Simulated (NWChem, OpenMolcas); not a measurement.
# A ladder of methods for CHClInNO (SMILES O=C=[N][InH][Cl])

CHClInNO: 6 atoms, total charge 0, spin state singlet. SMILES: `O=C=[N][InH][Cl]`. The coordinates come from a PBE0-D4/def2-TZVP relaxation. This is one conformer, not always the lowest.

```xyz
6

O     1.6280   -2.3204    0.0581
C     0.8966   -1.4709    0.3793
N     0.1367   -0.6269    0.7821
In   -0.7442    1.0279    0.0313
Cl   -0.1270    1.3820   -2.1720
H    -1.7901    2.0083    0.9212
```

Each level gives the dipole moment (D). The values are calculated.

| level | kind | program | value (D) |
| --- | --- | --- | --- |
| SVWN5/def2-SVP (core potential) | LDA | NWChem | 3.17 |
| BLYP/def2-SVP (core potential) | GGA | OpenMolcas | 3.05 |
| PBE/def2-SVP (core potential) | GGA | NWChem | 3.13 |
| M06-L/def2-SVP (core potential) | meta-GGA | OpenMolcas | 3.58 |
| r2SCAN/def2-SVP (core potential) | meta-GGA | OpenMolcas | 3.42 |
| B3LYP/def2-SVP (core potential) | global hybrid | NWChem | 3.36 |
| BHLYP/def2-SVP (core potential) | global hybrid | OpenMolcas | 3.69 |
| PBE0/def2-SVP (core potential) | global hybrid | NWChem | 3.48 |

The values span 3.05 to 3.69 D. Magnitudes only.
